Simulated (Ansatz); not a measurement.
`C#[C][GaH][CH3]` + Cl• → `C#[C][Ga][CH3]`• + HCl at 400 K and 1 bar (hydrogen abstraction from a Ga–H bond).

Calculated with Ansatz (gas phase, PBE0-D4/def2-TZVP geometries, no zero-point term in ΔE). CCSD(T)/CBS adds triple-zeta CCSD(T) − MP2 to the extrapolated MP2 energy (def2 sets, frozen cores). This one scheme is used for every species, atoms too. No spin–orbit coupling; open shells (•) take unrestricted orbitals. Spin–orbit coupling would lower the free atoms: a little for Cl. For Ga outer-core shells are correlated without core-valence functions, so the limit isn't a true one: a few kJ/mol of doubt a bond, and 10 to 20 or more in all where bonds break to atoms. Scalar relativity is left out up to krypton.

```tsv
species	CCSD(T)/CBS energy (Eh)	H − E (kJ/mol)	S (J/(mol·K))
`C#[C][GaH][CH3]`	-2041.04465	190.6	377.5
Cl•	-459.70966	8.3	174.4
`C#[C][Ga][CH3]`•	-2040.40491	168.8	370.1
HCl	-460.38127	29.6	195.4
```

H − E and S are ideal-gas, rigid-rotor, harmonic terms from PBE0-D4/def2-TZVP, with the whole ground term of open shells counted as degenerate. 1 Eh = 2625.50 kJ/mol, R = 8.31446 J/(mol·K).

Q: By hand: ΔE, ΔH, ΔS and ΔG.

A: ΔE = (-2040.40491) + (-460.38127) − (-2041.04465) − (-459.70966) = -0.03187 Eh = -83.7 kJ/mol. Δ(H − E) = 168.8 + 29.6 − 190.6 − 8.3 = -0.5, so ΔH = -84.2 kJ/mol. ΔS = 370.1 + 195.4 − 377.5 − 174.4 = 13.6 J/(mol·K). ΔG = -84.2 − 400 × (13.6)/1000 = -89.6 kJ/mol.

Q: By hand: the equilibrium constant, and the temperature at which ΔG would vanish if ΔH and ΔS stayed fixed.

A: log₁₀ K = −ΔG/(RT ln 10) = 11.7. ΔH and −TΔS have one sign here, so there is no such temperature.

The number of gas molecules stays the same, so ΔS is small and ΔH decides. A doubt of 5 kJ/mol in ΔE shifts log₁₀ K by 0.7 here. Modes under 60 cm⁻¹, often nearly free rotors, make the harmonic entropy too high. These are equilibria of isolated gas molecules and say nothing of rates. Largest T1 diagnostic: 0.015 (customary marks: 0.02 for closed shells, 0.045 for open ones).
